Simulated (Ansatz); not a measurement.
`[NH2][Ga]([OH])[Br]` + H₂ → `[NH2][GaH][Br]` + H₂O at 700 K and 1 bar (hydrogenolysis of a Ga–O bond).

Calculated with Ansatz (gas phase, PBE0-D4/def2-TZVP geometries, no zero-point term in ΔE). CCSD(T)/CBS adds triple-zeta CCSD(T) − MP2 to the extrapolated MP2 energy (def2 sets, frozen cores). This one scheme is used for every species. For Br, Ga outer-core shells are correlated without core-valence functions, which leaves a few kJ/mol of doubt a bond. Scalar relativity is left out up to krypton. Each species was taken in one conformer, which may not be the lowest.

```csv
species,CCSD(T)/CBS energy (Eh),H − E (kJ/mol),S (J/(mol·K))
`[NH2][Ga]([OH])[Br]`,-4629.05733,170.1,447.6
H₂,-1.17544,46.8,155.3
`[NH2][GaH][Br]`,-4553.84396,140.5,397.2
H₂O,-76.37941,80.5,218.4
```

H − E and S are ideal-gas, rigid-rotor, harmonic terms from PBE0-D4/def2-TZVP, for one conformer and one mirror image of each species. For small species the MP2-based limit differs from directly extrapolated CCSD(T) by up to some mEh (0.8 for H₂); such offsets cancel only in part. 1 Eh = 2625.50 kJ/mol, R = 8.31446 J/(mol·K).

**Question.** By hand: ΔE, ΔH, ΔS and ΔG.

**Answer.** ΔE = (-4553.84396) + (-76.37941) − (-4629.05733) − (-1.17544) = 0.00940 Eh = 24.7 kJ/mol. Δ(H − E) = 140.5 + 80.5 − 170.1 − 46.8 = 4.1, so ΔH = 28.8 kJ/mol. ΔS = 397.2 + 218.4 − 447.6 − 155.3 = 12.7 J/(mol·K). ΔG = 28.8 − 700 × (12.7)/1000 = 19.9 kJ/mol.

**Question.** By hand: the equilibrium constant, and the temperature at which ΔG would vanish if ΔH and ΔS stayed fixed.

**Answer.** log₁₀ K = −ΔG/(RT ln 10) = -1.5. ΔG = 0 at ΔH/ΔS = 2268 K, though so small a ΔS makes that figure unsure.

The number of gas molecules stays the same, so ΔS is small and ΔH decides. A doubt of 5 kJ/mol in ΔE shifts log₁₀ K by 0.4 here. Other conformers and mirror images would add mixing entropy, several J/(mol·K) or more a flexible species. These are equilibria of isolated gas molecules and say nothing of rates. Largest T1 diagnostic: 0.011 (customary marks: 0.02 for closed shells, 0.045 for open ones).
